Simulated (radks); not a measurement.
The numbers below are computed, except where a source is named.
Spherical quantum dot in the effective-mass picture: electrons in a parabolic well V = omega^2 r^2 / 2 with omega = 0.0684, with a point charge +2 (a donor) at the centre, all in effective atomic units (hartree* = m*/eps^2 hartree, bohr* = eps/m* bohr), one dielectric constant everywhere. Level of theory: non-relativistic Kohn-Sham, PBEsol, spin-polarised, spherical densities (a radial shooting solver with Libxc functionals). Levels are named by radial order and angular momentum (1s, 1p, 1d, 2s, ...), and open shells are averaged over m. Results are scaled to m* = 0.097 and eps = 8.6, for which hartree* = 35.69 meV and bohr* = 4.692 nm.

N = 5, configuration 1s2 1p(up 1, down 0) 2s2. This is the lowest configuration that the search found (a dilute case). Occupied and some empty levels:

| level | occupation | eigenvalue (meV) | <r> (nm) |
|---|---|---|---|
| 1s up | 1 | -1.7561 | 4.509 |
| 1s down | 1 | -1.7497 | 4.508 |
| 2s up | 1 | 15.480 | 30.17 |
| 2s down | 1 | 15.851 | 29.88 |
| 1p up | 1 | 16.430 | 32.09 |
| 1p down | 0 | 16.815 | 31.85 |
| 1d up | 0 | 18.172 | 36.70 |
| 1d down | 0 | 18.580 | 36.79 |
| 1f up | 0 | 20.087 | 40.47 |
| 1f down | 0 | 20.485 | 40.76 |
| 2p up | 0 | 20.641 | 36.58 |
| 2p down | 0 | 20.906 | 36.83 |
| 1g up | 0 | 22.139 | 44.00 |
| 1g down | 0 | 22.507 | 44.40 |

Energy (meV): total -73.1229, kinetic 106.61, external -264.42, Hartree 131.06, exchange-correlation -46.378.

Electron density:

| r (nm) | n(r) (e/nm^3) |
|---|---|
| 1.01 | 0.01509 |
| 4.80 | 0.0008810 |
| 8.60 | 0.00007857 |
| 12.4 | 0.00001693 |
| 16.2 | 0.00001404 |
| 20.0 | 0.00001487 |
| 23.8 | 0.00001443 |
| 27.6 | 0.00001257 |
| 31.4 | 9.853e-06 |
| 35.1 | 6.932e-06 |
| 38.9 | 4.332e-06 |
| 42.7 | 2.378e-06 |
| 46.5 | 1.158e-06 |
| 50.3 | 5.095e-07 |
